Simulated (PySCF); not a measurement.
**Deuteron quadrupole couplings in `C=C[SiH]1CCCCC1`**

Compound: C7H14Si.
Cartesian coordinates in Å at the GFN2-xTB level; atoms count from 1:
```
atom  x, y, z in Å
C1     3.2357   -0.3512    0.0571
C2     2.5717    0.7158   -0.3577
Si3    0.6924    0.8777   -0.3724
C4    -0.0594    0.6328    1.3587
C5    -1.5661    0.4104    1.2534
C6    -1.9254   -0.7791    0.3657
C7    -1.6279   -0.5468   -1.1139
C8    -0.1318   -0.4873   -1.4110
H9     4.3143   -0.4071    0.0501
H10    2.7274   -1.2275    0.4272
H11    3.1405    1.5631   -0.7173
H12    0.3304    2.2069   -0.9001
H13    0.3929   -0.2328    1.8467
H14    0.1356    1.4893    2.0053
H15   -2.0383    1.3096    0.8502
H16   -1.9814    0.2423    2.2519
H17   -1.3791   -1.6615    0.7084
H18   -2.9927   -0.9885    0.4785
H19   -2.0977    0.3884   -1.4278
H20   -2.0843   -1.3537   -1.6954
H21    0.3139   -1.4567   -1.1797
H22    0.0190   -0.3247   -2.4788
```

Level: PBE0/pcSseg-1 (PySCF, non-relativistic); Q(2H) = 0.00286 b; rigid geometry, the same for H and D, with no vibrational averaging.

Problem. Rank these positions by the coupling χzz of a deuteron there, largest first.
A. H12 (Si–H hydrogen)
B. H16 (methylene hydrogen)
C. H22 (methylene hydrogen)
D. H9 (vinylic hydrogen)

Solution. D (222 kHz), C (212 kHz), B (202 kHz), A (104 kHz).

Problem. What are Vzz, η and χzz (234.96 MHz × Q × Vzz) at all hydrogens?

Solution. 
```json
{"atom": "H9", "bonded to": "C1", "bond length (Å)": "1.080", "Vzz (au)": "0.3309", "η": "0.04", "χzz (kHz)": "222"}
{"atom": "H10", "bonded to": "C1", "bond length (Å)": "1.079", "Vzz (au)": "0.3334", "η": "0.05", "χzz (kHz)": "224"}
{"atom": "H11", "bonded to": "C2", "bond length (Å)": "1.082", "Vzz (au)": "0.3300", "η": "0.03", "χzz (kHz)": "222"}
{"atom": "H12", "bonded to": "Si3", "bond length (Å)": "1.475", "Vzz (au)": "0.1555", "η": "0.02", "χzz (kHz)": "104"}
{"atom": "H13", "bonded to": "C4", "bond length (Å)": "1.092", "Vzz (au)": "0.3126", "η": "0.03", "χzz (kHz)": "210"}
{"atom": "H14", "bonded to": "C4", "bond length (Å)": "1.091", "Vzz (au)": "0.3151", "η": "0.03", "χzz (kHz)": "212"}
{"atom": "H15", "bonded to": "C5", "bond length (Å)": "1.093", "Vzz (au)": "0.3026", "η": "0.01", "χzz (kHz)": "203"}
{"atom": "H16", "bonded to": "C5", "bond length (Å)": "1.094", "Vzz (au)": "0.3011", "η": "0.02", "χzz (kHz)": "202"}
{"atom": "H17", "bonded to": "C6", "bond length (Å)": "1.093", "Vzz (au)": "0.3032", "η": "0.01", "χzz (kHz)": "204"}
{"atom": "H18", "bonded to": "C6", "bond length (Å)": "1.093", "Vzz (au)": "0.3029", "η": "0.02", "χzz (kHz)": "204"}
{"atom": "H19", "bonded to": "C7", "bond length (Å)": "1.093", "Vzz (au)": "0.3028", "η": "0.01", "χzz (kHz)": "203"}
{"atom": "H20", "bonded to": "C7", "bond length (Å)": "1.094", "Vzz (au)": "0.3013", "η": "0.02", "χzz (kHz)": "202"}
{"atom": "H21", "bonded to": "C8", "bond length (Å)": "1.092", "Vzz (au)": "0.3126", "η": "0.03", "χzz (kHz)": "210"}
{"atom": "H22", "bonded to": "C8", "bond length (Å)": "1.091", "Vzz (au)": "0.3153", "η": "0.03", "χzz (kHz)": "212"}
```

Problem. Average by the element that carries the hydrogen.

Solution. on C: 210 kHz over 13 positions, mean bond length 1.090 Å; on Si: 104 kHz over 1 position, mean bond length 1.475 Å.

Problem. How does χzz go with the bond length over the 13 C–H bonds?

Solution. A straight-line fit has a slope of -13.9 kHz for each 0.01 Å, with a correlation coefficient of -0.96, over lengths from 1.079 to 1.094 Å. The longer bonds have the smaller couplings here.

Problem. Give the 2H NMR doublet splittings at H18 for a magnetic field along the z, y and x axes of the gradient: 3χ/2, 3χ(1 + η)/4, 3χ(1 − η)/4.

Solution. With |χ| = 203.6 kHz and η = 0.019: 305, 156 and 150 kHz, to first order and without motion.

The structure is a single GFN2-xTB conformer in the gas phase; no vibrational or solvent corrections. GFN2-xTB frequencies show an imaginary mode (20i cm⁻¹), so this geometry is no minimum at that level. GFN2-xTB bond lengths can be off by several hundredths of an ångström, more for odd bonds, and the gradients follow them. The basis is small and wasn't made for field gradients, so the couplings can be 20 % off.
